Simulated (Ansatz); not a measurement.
Z-matrix (Å, degrees):
```
Si
C 1 1.851
O 1 1.642 2 110.2
H 1 1.485 2 110.9 3 119.1
H 1 1.489 2 110.4 3 -120.6
C 2 1.330 1 124.0 3 2.0
H 2 1.090 1 117.8 3 -178.2
Si 3 1.613 1 150.2 2 -81.9
H 6 1.086 2 121.9 1 179.8
H 6 1.086 2 122.0 1 -0.1
F 8 1.597 3 109.1 1 83.8
H 8 1.477 3 109.1 1 -159.2
H 8 1.480 3 110.9 1 -33.9
```

Charge 0, multiplicity 1.

List the r2SCAN/def2-TZVPP orbital energies in eV (Ansatz 0.2.0). (Best estimate.)

The calculation gave: Occupied: -1792.45, -1791.63, -666.17, -516.17, -273.42, -273.08, -142.71, -141.99, -97.63, -97.58, -97.53, -96.90, -96.83, -96.82, -31.31, -26.53, -20.10, -15.66, -14.82, -13.20, -12.05, -11.76, -11.41, -11.39, -10.37, -10.14, -10.06, -9.29, -8.76, -7.92, -7.77, -7.15. Lowest empty: -1.35, -0.25, 0.27, 1.06, 1.32, 1.73, 2.02, 2.48.
